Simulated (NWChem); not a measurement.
System: SiNH₃F₂; SMILES N[SiH](F)F

Here is an NWChem input.

```
start job
memory heap 200 mb stack 900 mb global 1100 mb
geometry units angstroms noautoz
  Si     0.314636     0.072964     0.004897
  N     -0.096145    -1.565979    -0.099814
  F     -0.095354     0.806740    -1.372093
  F     -0.507255     0.891478     1.132283
  H      1.753904     0.227615     0.288604
  H     -1.007025    -1.891006    -0.401158
  H      0.420167    -2.273495     0.407514
end
basis spherical
  * library def2-svp
end
dft
  xc xcamb88 1.00 lyp 0.81 vwn_5 0.19 hfexch 1.00
  cam 0.33 cam_alpha 0.19 cam_beta 0.46
  iterations 150
end
tddft
  nroots 6
end
task tddft energy
```

Excerpt of the output:

```
             Northwest Computational Chemistry Package (NWChem) 7.3.0
             --------------------------------------------------------

 C1  symmetry detected

                             Geometry "geometry" -> ""
                             -------------------------

 Output coordinates in angstroms (scale by  1.889725989 to convert to a.u.)

  No.       Tag          Charge          X              Y              Z
 ---- ---------------- ---------- -------------- -------------- --------------
    1 Si                  14.0000     0.01455417    -0.01135250     0.33519868
    2 N                    7.0000     0.24296518     1.56606900    -0.23524799
    3 F                    9.0000    -1.40374684    -0.56361669    -0.19963491
    4 F                    9.0000     1.08151338    -1.08402593    -0.23702413
    5 H                    1.0000     0.08275409    -0.04279775     1.80837855
    6 H                    1.0000     0.11939325     1.82781669    -1.20600607
    7 H                    1.0000     0.79343915     2.24021654     0.28151324

 Effective nuclear repulsion energy (a.u.)     184.6116379912

                                 NWChem DFT Module
                                 -----------------

 Summary of "ao basis" -> "ao basis" (spherical)
 ------------------------------------------------------------------------------
       Tag                 Description            Shells   Functions and Types
 ---------------- ------------------------------  ------  ---------------------
 Si                         def2-svp                 8       18   4s3p1d
 N                          def2-svp                 6       14   3s2p1d
 F                          def2-svp                 6       14   3s2p1d
 H                          def2-svp                 3        5   2s1p

            General Information
            -------------------
          SCF calculation type: DFT
          Wavefunction type:  closed shell.
          No. of atoms     :     7
          No. of electrons :    42
           Alpha electrons :    21
            Beta electrons :    21
          Charge           :     0
          Spin multiplicity:     1
          Use of symmetry is: off; symmetry adaption is: off
          Maximum number of iterations: 150
          AO basis - number of functions:    75
                     number of shells:    35
          Convergence on energy requested:  1.00D-06
          Convergence on density requested:  1.00D-05
          Convergence on gradient requested:  5.00D-04

              XC Information
              --------------
                     Hartree-Fock (Exact) Exchange  1.000
                   CAM-Becke88 Exchange Functional  1.000
                      VWN V Correlation Functional  0.190 local
              Lee-Yang-Parr Correlation Functional  0.810

           Range-Separation Parameters
           ---------------------------
           Alpha           :  0.19
           Beta            :  0.46
           Gamma           :  0.33
           Short-Range HF  :     F

             Grid Information
             ----------------
          Grid used for XC integration:  medium
          Radial quadrature: Mura-Knowles
          Angular quadrature: Lebedev.
          Tag              B.-S. Rad. Rad. Pts. Rad. Cut. Ang. Pts.
          ---              ---------- --------- --------- ---------
          Si                  1.10       88           8.0       590
          N                   0.65       49           8.0       434
          F                   0.50       49          10.0       434
          H                   0.35       45          10.0       434
          Grid pruning is: on
          Number of quadrature shells:   370
          Spatial weights used:  Erf1

      Superposition of Atomic Density Guess
      -------------------------------------

 Sum of atomic energies:        -543.06558568

      Non-variational initial energy
      ------------------------------

 Total energy =    -544.130576
 1-e energy   =   -1120.869468
 2-e energy   =     392.127254
 HOMO         =      -0.372254
 LUMO         =       0.077307

   convergence    iter        energy       DeltaE   RMS-Dens  Diis-err
 ---------------- ----- ----------------- --------- --------- ---------
 d= 0,ls=0.0,diis     1   -545.4498508123 -7.30D+02  1.44D-02  7.85D-01
 d= 0,ls=0.0,diis     2   -545.4658521723 -1.60D-02  5.94D-03  8.45D-01
 d= 0,ls=0.0,diis     3   -545.5328251346 -6.70D-02  8.30D-04  9.78D-03
 d= 0,ls=0.0,diis     4   -545.5335068028 -6.82D-04  2.85D-04  1.17D-03
 d= 0,ls=0.0,diis     5   -545.5336098263 -1.03D-04  8.18D-05  1.45D-04
  Resetting Diis
 d= 0,ls=0.0,diis     6   -545.5336247968 -1.50D-05  1.89D-05  1.17D-06
 d= 0,ls=0.0,diis     7   -545.5336249950 -1.98D-07  4.35D-06  8.90D-08

         Total DFT energy =     -545.533624995026
      One electron energy =    -1123.676525219000
           Coulomb energy =      443.484905625114
    Exchange-Corr. energy =      -49.953643392345
 Nuclear repulsion energy =      184.611637991205

 Numeric. integr. density =       42.000004659026

                       DFT Final Molecular Orbital Analysis
                       ------------------------------------

 Vector   19  Occ=2.000000D+00  E=-4.708514D-01
              MO Center= -1.3D-01, -7.6D-01, -1.9D-01, r^2= 2.2D+00
   Bfn.  Coefficient  Atom+Function         Bfn.  Coefficient  Atom+Function
  ----- ------------  ---------------      ----- ------------  ---------------
    50      0.433057  4 F  px                36      0.320886  3 F  px
    37     -0.298936  3 F  py                53     -0.293396  4 F  px
    39     -0.215237  3 F  px                40      0.207563  3 F  py
    38     -0.172954  3 F  pz                52      0.157962  4 F  pz
    41      0.122272  3 F  pz                55     -0.112675  4 F  pz

 Vector   20  Occ=2.000000D+00  E=-4.272350D-01
              MO Center=  6.6D-02, -7.2D-02,  8.2D-01, r^2= 2.5D+00
   Bfn.  Coefficient  Atom+Function         Bfn.  Coefficient  Atom+Function
  ----- ------------  ---------------      ----- ------------  ---------------
    61      0.366394  5 H  s                 52      0.280616  4 F  pz
    62      0.278865  5 H  s                 38      0.245137  3 F  pz
    10      0.214195  1 Si pz                55     -0.193972  4 F  pz
    23     -0.172959  2 N  py                41     -0.169128  3 F  pz
    21     -0.148817  2 N  s                 26      0.115161  2 N  py

[...]

                                NWChem TDDFT Module
                                -------------------

            General Information
            -------------------
           No. of orbitals :     150
            Alpha orbitals :      75
             Beta orbitals :      75
        Alpha frozen cores :       0
         Beta frozen cores :       0
     Alpha frozen virtuals :       0
      Beta frozen virtuals :       0
         Spin multiplicity :       1
    Number of AO functions :      75
        Use of symmetry is : off
      Symmetry adaption is : off
         Schwarz screening :  0.10D-07

              XC Information
              --------------
              Hartree-Fock (Exact) Exchange   1.00
            CAM-Becke88 Exchange Functional   1.00
               VWN V Correlation Functional   0.19 local
       Lee-Yang-Parr Correlation Functional   0.81
           Alpha           :  0.19
           Beta            :  0.46
           Gamma           :  0.33

             TDDFT Information
             -----------------
          Calculation type : TDDFT
         Wavefunction type : Restricted singlets & triplets
          No. of electrons :      42
           Alpha electrons :      21
            Beta electrons :      21
              No. of roots :       6
          Max subspacesize :    5200
            Max iterations :     100
               Target root :       1
           Target symmetry : none
      Symmetry restriction : off
                 Algorithm : Optimal
        Davidson threshold :  0.10D-03

    6 smallest eigenvalue differences (eV)
--------------------------------------------------------
  No. Spin  Occ  Vir  Irrep   E(Occ)    E(Vir)   E(Diff)
--------------------------------------------------------
    1    1   21   22 a        -0.353     0.083    11.855
    2    1   21   23 a        -0.353     0.118    12.817
    3    1   21   24 a        -0.353     0.135    13.271
    4    1   21   25 a        -0.353     0.144    13.506
    5    1   20   22 a        -0.427     0.083    13.881
    6    1   21   26 a        -0.353     0.179    14.470
--------------------------------------------------------

  Entering Davidson iterations
  Restricted singlet excited states

  Iter   NTrls   NConv    DeltaV     DeltaE      Time
  ----  ------  ------  ---------  ---------  ---------
    1      6       0     0.21E+00   0.10+100       11.2
    2     18       0     0.48E-01   0.18E-01       14.8
    3     30       0     0.21E-01   0.21E-02       14.8
    4     42       0     0.86E-02   0.72E-03       14.8
    5     54       0     0.10E-01   0.24E-03       14.8
    6     66       2     0.11E-01   0.27E-03       14.7
    7     73       3     0.57E-02   0.16E-03       11.7
    8     79       4     0.17E-02   0.22E-04       11.1
    9     83       5     0.52E-03   0.15E-05       10.0
   10     85       5     0.16E-03   0.11E-06        8.8
   11     87       6     0.58E-04   0.74E-08        8.7
  ----  ------  ------  ---------  ---------  ---------
  Convergence criterion met

  Ground state a        -545.533624995026 a.u.

  ----------------------------------------------------------------------------
  Root   1 singlet a              0.283590407 a.u.                7.7169 eV
  ----------------------------------------------------------------------------
     Transition Moments    X -0.35467   Y  0.14202   Z  0.11887
     Dipole Oscillator Strength                    0.0302666587
     Electric Quadrupole                           0.0000001514
     Magnetic Dipole                               0.0000013401
     Total Oscillator Strength                     0.0302681502

     Occ.   21  a   ---  Virt.   22  a    0.99433 X
     Occ.   21  a   ---  Virt.   24  a   -0.05046 X
  ----------------------------------------------------------------------------
  Root   2 singlet a              0.321155726 a.u.                8.7391 eV
  ----------------------------------------------------------------------------
     Transition Moments    X -0.02937   Y  0.11547   Z -0.02098
     Dipole Oscillator Strength                    0.0031337787
     Electric Quadrupole                           0.0000000338
     Magnetic Dipole                               0.0000001606
     Total Oscillator Strength                     0.0031339730

     Occ.   21  a   ---  Virt.   23  a   -0.80274 X
     Occ.   21  a   ---  Virt.   24  a   -0.14185 X
     Occ.   21  a   ---  Virt.   25  a    0.55915 X
     Occ.   21  a   ---  Virt.   26  a   -0.05809 X
     Occ.   21  a   ---  Virt.   28  a   -0.09233 X
     Occ.   21  a   ---  Virt.   32  a    0.05790 X
  ----------------------------------------------------------------------------
  Root   3 singlet a              0.344392841 a.u.                9.3714 eV
  ----------------------------------------------------------------------------
     Transition Moments    X  0.01425   Y -0.19224   Z  0.16160
     Dipole Oscillator Strength                    0.0145274267
     Electric Quadrupole                           0.0000001747
     Magnetic Dipole                               0.0000001318
     Total Oscillator Strength                     0.0145277333

     Occ.   21  a   ---  Virt.   23  a    0.55478 X
     Occ.   21  a   ---  Virt.   25  a    0.76827 X
     Occ.   21  a   ---  Virt.   26  a   -0.27905 X
     Occ.   21  a   ---  Virt.   27  a   -0.07664 X
     Occ.   21  a   ---  Virt.   28  a    0.06377 X
  ----------------------------------------------------------------------------
  Root   4 singlet a              0.363689383 a.u.                9.8965 eV
  ----------------------------------------------------------------------------
     Transition Moments    X  0.00380   Y  0.54531   Z -0.13803
     Dipole Oscillator Strength                    0.0767202558
     Electric Quadrupole                           0.0000005534
     Magnetic Dipole                               0.0000001790
     Total Oscillator Strength                     0.0767209882

     Occ.   20  a   ---  Virt.   22  a   -0.13139 X
     Occ.   20  a   ---  Virt.   27  a    0.06052 X
     Occ.   21  a   ---  Virt.   22  a    0.05577 X
     Occ.   21  a   ---  Virt.   23  a   -0.09406 X
     Occ.   21  a   ---  Virt.   24  a    0.95542 X
     Occ.   21  a   ---  Virt.   25  a    0.11105 X
     Occ.   21  a   ---  Virt.   27  a   -0.08679 X
     Occ.   21  a   ---  Virt.   28  a    0.07788 X
  ----------------------------------------------------------------------------
  Root   5 singlet a              0.385260283 a.u.               10.4835 eV
  ----------------------------------------------------------------------------
     Transition Moments    X -0.05395   Y  0.05703   Z  0.00137
     Dipole Oscillator Strength                    0.0015833860
     Electric Quadrupole                           0.0000000370
     Magnetic Dipole                               0.0000012557
     Total Oscillator Strength                     0.0015846788

     Occ.   20  a   ---  Virt.   22  a    0.18787 X
     Occ.   20  a   ---  Virt.   23  a   -0.25420 X
     Occ.   20  a   ---  Virt.   24  a    0.13145 X
     Occ.   21  a   ---  Virt.   23  a    0.06901 X
     Occ.   21  a   ---  Virt.   25  a    0.20526 X
     Occ.   21  a   ---  Virt.   26  a    0.84528 X
     Occ.   21  a   ---  Virt.   27  a   -0.31808 X
     Occ.   21  a   ---  Virt.   29  a   -0.05825 X
  ----------------------------------------------------------------------------
  Root   6 singlet a              0.395172501 a.u.               10.7532 eV
  ----------------------------------------------------------------------------
     Transition Moments    X  0.37989   Y  0.64862   Z -0.39620
     Dipole Oscillator Strength                    0.1902095644
     Electric Quadrupole                           0.0000006914
     Magnetic Dipole                               0.0000062264
     Total Oscillator Strength                     0.1902164823

     Occ.   14  a   ---  Virt.   22  a    0.05525 X
     Occ.   16  a   ---  Virt.   23  a   -0.06300 X
     Occ.   17  a   ---  Virt.   22  a   -0.05559 X
     Occ.   18  a   ---  Virt.   22  a    0.05804 X
     Occ.   18  a   ---  Virt.   27  a   -0.05522 X
     Occ.   19  a   ---  Virt.   22  a    0.05450 X
     Occ.   19  a   ---  Virt.   24  a    0.07239 X
     Occ.   20  a   ---  Virt.   22  a    0.71681 X
     Occ.   20  a   ---  Virt.   23  a   -0.55366 X
     Occ.   20  a   ---  Virt.   24  a    0.08275 X
     Occ.   20  a   ---  Virt.   25  a   -0.07523 X
     Occ.   20  a   ---  Virt.   27  a   -0.05951 X
     Occ.   21  a   ---  Virt.   23  a   -0.05460 X
     Occ.   21  a   ---  Virt.   24  a    0.12884 X
     Occ.   21  a   ---  Virt.   25  a   -0.08970 X
     Occ.   21  a   ---  Virt.   26  a   -0.28659 X
     Occ.   21  a   ---  Virt.   27  a    0.08862 X

              Target root =      1
          Target symmetry = none
      Ground state energy =   -545.533624995026
        Excitation energy =      0.283590407354
     Excited state energy =   -545.250034587671

  stored tddft:energy   -545.25003458767139

[...]
```

Level: CAM-B3LYP/def2-SVP, full TDDFT. The geometry was optimised at PBE0/def2-SVP.
